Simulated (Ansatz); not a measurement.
# A relaxation, step by step

C₂H₇Ga, singlet, PBE0-D4/def2-TZVP (Ansatz 0.2.0). Settings:

```yaml
hamiltonian: {xc: pbe0, dispersion: d4}
relax: {f_tol: 0.005, max_steps: 200}
```

Start, a step off a saddle point along its unstable mode:

```json
{"atom": "Ga1", "x (Å)": "-1.1634", "y (Å)": "0.2732", "z (Å)": "-0.0253"}
{"atom": "C2", "x (Å)": "0.8259", "y (Å)": "0.9777", "z (Å)": "0.3109"}
{"atom": "C3", "x (Å)": "-0.4817", "y (Å)": "-1.4785", "z (Å)": "-0.2311"}
{"atom": "H4", "x (Å)": "0.3731", "y (Å)": "-0.5638", "z (Å)": "-0.3998"}
{"atom": "H5", "x (Å)": "-2.0824", "y (Å)": "1.3794", "z (Å)": "-0.6371"}
{"atom": "H6", "x (Å)": "1.8164", "y (Å)": "0.5203", "z (Å)": "0.0493"}
{"atom": "H7", "x (Å)": "0.7824", "y (Å)": "1.9095", "z (Å)": "-0.2621"}
{"atom": "H8", "x (Å)": "0.8431", "y (Å)": "1.1531", "z (Å)": "1.3653"}
{"atom": "H9", "x (Å)": "0.0366", "y (Å)": "-1.8735", "z (Å)": "0.6358"}
{"atom": "H10", "x (Å)": "-0.9501", "y (Å)": "-2.2974", "z (Å)": "-0.8059"}
```

```csv
step,energy less the last (meV),largest force component (eV/Å)
1,2649.1,2.844
2,1739.8,3.080
3,1068.1,1.410
4,629.7,1.168
5,346.5,0.862
6,175.5,0.497
7,69.7,0.283
8,17.0,0.206
9,4.9,0.133
10,1.5,0.038
11,0.8,0.008
12,0.7,0.002
13 (rejected trial),1.2,0.145
14,0.6,0.047
15 (rejected trial),0.8,0.107
16,0.5,0.024
17,0.4,0.058
18 (rejected trial),0.5,0.058
19,0.2,0.008
20,0.2,0.001
21,0.1,0.034
22,0.1,0.012
23,0.0,0.009
24,0.0,0.014
25 (rejected trial),0.0,0.019
26,0.0,0.003
27,0.0,0.002
```

Step 4, positions (Å) and forces (eV/Å):

```csv
atom,x,y,z,Fx,Fy,Fz
Ga1,-0.994,0.381,-0.052,0.090,-0.106,-0.156
C2,0.778,1.130,0.364,0.229,0.529,-0.007
C3,-0.467,-1.498,-0.219,0.557,0.713,0.012
H4,0.432,-1.037,-0.692,-0.188,-1.168,-0.299
H5,-2.151,1.309,-0.574,-0.115,-0.197,0.158
H6,1.610,0.483,0.052,-0.333,0.028,0.048
H7,0.874,2.071,-0.183,0.171,0.191,0.194
H8,0.914,1.321,1.426,0.047,0.244,0.185
H9,-0.070,-1.908,0.712,-0.195,-0.033,0.042
H10,-0.926,-2.252,-0.833,-0.263,-0.200,-0.177
```

Step 10, positions (Å) and forces (eV/Å):

```csv
atom,x,y,z,Fx,Fy,Fz
Ga1,-0.665,0.327,-0.158,0.031,-0.016,0.012
C2,0.876,1.408,0.428,-0.028,0.038,-0.007
C3,-0.462,-1.623,-0.355,-0.034,-0.022,-0.015
H4,0.328,-1.848,-1.077,-0.004,0.006,-0.005
H5,-2.053,1.026,-0.441,0.023,0.000,0.007
H6,1.826,0.889,0.294,-0.009,-0.013,-0.005
H7,0.914,2.363,-0.100,0.013,0.008,0.011
H8,0.769,1.637,1.494,0.000,0.008,-0.002
H9,-0.151,-2.066,0.596,-0.004,0.008,0.004
H10,-1.381,-2.112,-0.681,0.010,-0.017,0.000
```

Step 23, positions (Å) and forces (eV/Å):

```csv
atom,x,y,z,Fx,Fy,Fz
Ga1,-0.662,0.311,-0.112,0.002,-0.001,0.000
C2,0.874,1.410,0.452,0.004,0.007,0.003
C3,-0.461,-1.630,-0.388,0.003,-0.002,0.001
H4,0.270,-1.817,-1.181,-0.002,0.000,0.001
H5,-2.058,1.015,-0.336,-0.001,0.001,0.000
H6,1.802,0.838,0.513,-0.006,0.004,0.000
H7,1.022,2.244,-0.241,-0.001,-0.007,0.006
H8,0.676,1.851,1.434,0.002,-0.004,-0.009
H9,-0.066,-2.099,0.518,-0.001,0.001,-0.002
H10,-1.396,-2.122,-0.657,0.001,0.001,0.000
```

Last step (27):

```
10
angstrom
Ga -0.6630 0.3098 -0.1057
C 0.8736 1.4093 0.4569
C -0.4599 -1.6294 -0.3933
H 0.2541 -1.8099 -1.2030
H -2.0606 1.0123 -0.3236
H 1.7932 0.8302 0.5534
H 1.0439 2.2175 -0.2603
H 0.6613 1.8853 1.4189
H -0.0440 -2.1014 0.5017
H -1.3984 -2.1238 -0.6449
```

Hardware: 4 CPU threads of an Arm Neoverse V2, shared host. Wall time about 46 s.
